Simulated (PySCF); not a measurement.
## Correlation energy of Si (silicon, neutral)

[Ne] 3s2 3p1 4s1, high-spin 3P determinant (an excited configuration). Computed with PySCF 2.14 in dyall-acv3z (19s12p6d4f, 113 functions), with the spin-free X2C one-electron Hamiltonian (Gaussian nucleus). Frozen: 1s2; 12 electrons correlated; the 18 highest virtual orbitals of each spin left out.

```csv
level,correlation energy (mhartree)
CCSD,-364.51
(T),-5.60
CCSD(T),-370.11
```

Diagnostics: T1 = 0.014, D1 = 0.0619, largest double amplitude 0.089.

The outer electron is Rydberg-like, and this basis confines it to a smaller radius and binds it less than a complete one would.

Cost of the coupled-cluster step: of the order of 2.7 core-minutes, for 12 correlated electrons.

Iterations:

```
CC2 = 0
CCSD nocc = (np.int64(7), np.int64(5)), nmo = (94, 94)
frozen orbitals [[0, 95, 96, 97, 98, 99, 100, 101, 102, 103, 104, 105, 106, 107, 108, 109, 110, 111, 112], [0, 95, 96, 97, 98, 99, 100, 101, 102, 103, 104, 105, 106, 107, 108, 109, 110, 111, 112]]
max_cycle = 100
direct = 0
conv_tol = 1e-08
conv_tol_normt = 1e-06
diis_space = 8
diis_start_cycle = 0
Init t2, MP2 energy = -0.346645411993274
Init E_corr(UCCSD) = -0.346645411993382
cycle = 1  E_corr(UCCSD) = -0.357942827703158  dE = -0.0112974157  norm(t1,t2) = 0.0579477
cycle = 2  E_corr(UCCSD) = -0.36215412304802  dE = -0.00421129534  norm(t1,t2) = 0.0242531
cycle = 3  E_corr(UCCSD) = -0.364468445541001  dE = -0.00231432249  norm(t1,t2) = 0.0124397
cycle = 4  E_corr(UCCSD) = -0.364467520504432  dE = 9.25036568e-07  norm(t1,t2) = 0.01885
cycle = 5  E_corr(UCCSD) = -0.36446841945582  dE = -8.98951387e-07  norm(t1,t2) = 0.0348721
cycle = 6  E_corr(UCCSD) = -0.364475363303759  dE = -6.94384794e-06  norm(t1,t2) = 0.00246908
cycle = 7  E_corr(UCCSD) = -0.364524940470075  dE = -4.95771663e-05  norm(t1,t2) = 0.00113696
cycle = 8  E_corr(UCCSD) = -0.364514620525578  dE = 1.03199445e-05  norm(t1,t2) = 0.000318612
cycle = 9  E_corr(UCCSD) = -0.364513410856975  dE = 1.2096686e-06  norm(t1,t2) = 0.000210503
cycle = 10  E_corr(UCCSD) = -0.364511508097272  dE = 1.9027597e-06  norm(t1,t2) = 0.00355373
cycle = 11  E_corr(UCCSD) = -0.364515989320846  dE = -4.48122357e-06  norm(t1,t2) = 9.55809e-05
cycle = 12  E_corr(UCCSD) = -0.364514381967315  dE = 1.60735353e-06  norm(t1,t2) = 4.65151e-05
cycle = 13  E_corr(UCCSD) = -0.364514377475893  dE = 4.49142212e-09  norm(t1,t2) = 1.98785e-05
cycle = 14  E_corr(UCCSD) = -0.364514193173267  dE = 1.84302627e-07  norm(t1,t2) = 9.27643e-05
cycle = 15  E_corr(UCCSD) = -0.364514264635212  dE = -7.14619451e-08  norm(t1,t2) = 3.88203e-05
cycle = 16  E_corr(UCCSD) = -0.364514532828827  dE = -2.68193615e-07  norm(t1,t2) = 7.78977e-06
cycle = 17  E_corr(UCCSD) = -0.364514582589851  dE = -4.97610237e-08  norm(t1,t2) = 3.72678e-06
cycle = 18  E_corr(UCCSD) = -0.364514611285047  dE = -2.86951958e-08  norm(t1,t2) = 2.01389e-06
cycle = 19  E_corr(UCCSD) = -0.364514613423811  dE = -2.13876433e-09  norm(t1,t2) = 1.68131e-05
cycle = 20  E_corr(UCCSD) = -0.364514608066743  dE = 5.35706829e-09  norm(t1,t2) = 1.00743e-06
cycle = 21  E_corr(UCCSD) = -0.36451460587793  dE = 2.18881224e-09  norm(t1,t2) = 3.03738e-07
UCCSD converged
E(UCCSD) = -289.6546840853411  E_corr = -0.3645146058779305
UCCSD(T) correction = -0.00560250748153111
```
